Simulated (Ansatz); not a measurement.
Consider the atomization: `C#CCCCCCC` → 8 C• + 14 H•.

Gas-phase electronic energies from Ansatz, PBE0-D4/def2-TZVP geometries. CCSD(T)/CBS is the MP2 limit (def2-TZVPP, def2-QZVPP) plus CCSD(T) − MP2 in def2-TZVPP, frozen cores. This one scheme is used for every species, atoms too. For atomizations the MP2-based limit and the directly extrapolated one differ by several kJ/mol either way, and by 10 to 25 for some Ge, Se and Sn compounds, so smaller differences from it don't rank the levels. DFT in def2-TZVPP. B3LYP here is the variant with VWN-RPA as its local correlation; programs differ in this. No spin–orbit coupling; open shells (•) take unrestricted orbitals. Spin–orbit coupling would lower the free atoms: a little for C. Each species was taken in one conformer, which may not be the lowest.

`C#CCCCCCC`:

Cartesian coordinates in Å:
```
C 2.609 -1.428 -2.170
C 1.748 -1.936 -1.505
C 0.688 -2.530 -0.708
C -0.498 -1.590 -0.484
C -0.139 -0.344 0.305
C -1.321 0.592 0.496
C -1.017 1.819 1.346
C 0.006 2.760 0.731
H 3.376 -0.984 -2.759
H 1.101 -2.837 0.260
H 0.347 -3.446 -1.202
H -1.283 -2.147 0.039
H -0.912 -1.303 -1.457
H 0.254 -0.637 1.287
H 0.676 0.175 -0.208
H -1.686 0.916 -0.487
H -2.146 0.035 0.956
H -1.949 2.367 1.520
H -0.669 1.494 2.334
H 0.983 2.284 0.621
H -0.313 3.090 -0.262
H 0.145 3.651 1.348
```

```tsv
species	B3LYP-D4 energy (Eh)
`C#CCCCCCC`	-313.37562
C•	-37.85948
H•	-0.50215
```

Task: Work out ΔE.

Result: ΔE = 14 × (-0.50215) + 8 × (-37.85948) − (-313.37562) = 3.46968 Eh = +2177.3 kcal/mol. CCSD(T)/CBS gives +2174.4 kcal/mol.

Largest T1 diagnostic among the species: 0.010.

In def2-TZVPP, CCSD(T) changes the Hartree–Fock value by +487.2 kcal/mol (the triples alone add +28.3 kcal/mol) and MP2 by +516.2 kcal/mol; breaking electron pairs costs correlation energy, which Hartree–Fock lacks. From r2SCAN to r2SCAN0 (25 % exact exchange), in def2-TZVPP and without D4, ΔE moves by −20.8 kcal/mol: exact exchange takes away binding that semilocal exchange gives to molecules.
